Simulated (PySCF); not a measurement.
**UHF on C²⁺ (carbon, charge +2)**

Configuration: [He] 2p2, high-spin 3P determinant (an excited configuration). Computed with PySCF 2.14 in aug-cc-pwCVDZ, with no relativity, point nucleus.

- Total energy: -35.833735 hartree
- One-electron energy: -43.6723 hartree
- Hartree (Coulomb) energy: 12.1911 hartree
- Exchange energy: -4.3525 hartree
- Kinetic energy: 35.76962 hartree
- ⟨S²⟩: 2.0001
- ⟨L²⟩: 2.000
- Sum of ⟨r⟩: 3.201 bohr
- Sum of ⟨r²⟩: 4.518 bohr²
- Traceless quadrupole moment −½Σ⟨3z² − r²⟩ along its main axis: 0.865 e·bohr²
- Density at the nucleus (Gaussians lack the cusp): 117 bohr⁻³
- Spin density at the nucleus: -0.662 bohr⁻³
- Langevin diamagnetic susceptibility: -3.58 ×10⁻⁶ cm³/mol

```
shell  electrons  mean orbital energy (hartree)  rms radius, mean of both spins (bohr)
 1s α          1                      -12.59845                                  0.312
 1s β          1                      -12.54049                                  0.312
 2p α          2                       -1.42810                                   1.47
```

Spin-orbit constants ζ (cm⁻¹) from the X2C one-electron operator on these orbitals (non-relativistic here): bare nucleus, nucleus screened by l(l+1)(2l+1)/3 electrons, and screened by the Breit-Pauli mean field of the electrons.

```
shell   bare  screened nucleus  mean field
   2p  89.30             59.54       48.14
```

To first order the Landé constant is A = 24.07 cm⁻¹, so the lowest level has J = 0 and lies 0.00597 eV below the centre of the term. This holds in LS coupling only.
